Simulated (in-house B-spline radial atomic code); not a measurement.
Configurations of Mg IV (Mg3+), with energies counted from [He] 2s2 2p5. Computed with a radial B-spline atomic code at the basis-set limit: scalar-relativistic (X2C) PBE0, spin-polarised, spherical fractional occupations, exact exchange averaged over the configuration, Fermi nucleus of rms radius 3.057 fm. Shells without spins written out take the highest spin.

Occupations are held fixed; configurations that lie above the ionisation limit could autoionise.

```
   configuration  E - E(ref) (eV)  highest orbital  its <r> (bohr)
[He] 2s2 2p4 3s1           67.452            3s up           1.993
[He] 2s2 2p4 3d1           83.554            3d up           2.371
[He] 2s1 2p5 3p1           107.78            3p up           2.161
```

Task: Order these further configurations by energy, lowest first.
A. [He] 2s1 2p5 3d1
B. [He] 2s1 2p5 3s1
C. [He] 2s2 2p4 3p1
D. [He] 2s1 2p6

Result: D (34.935 eV), C (74.497 eV), B (100.69 eV), A (116.71 eV).
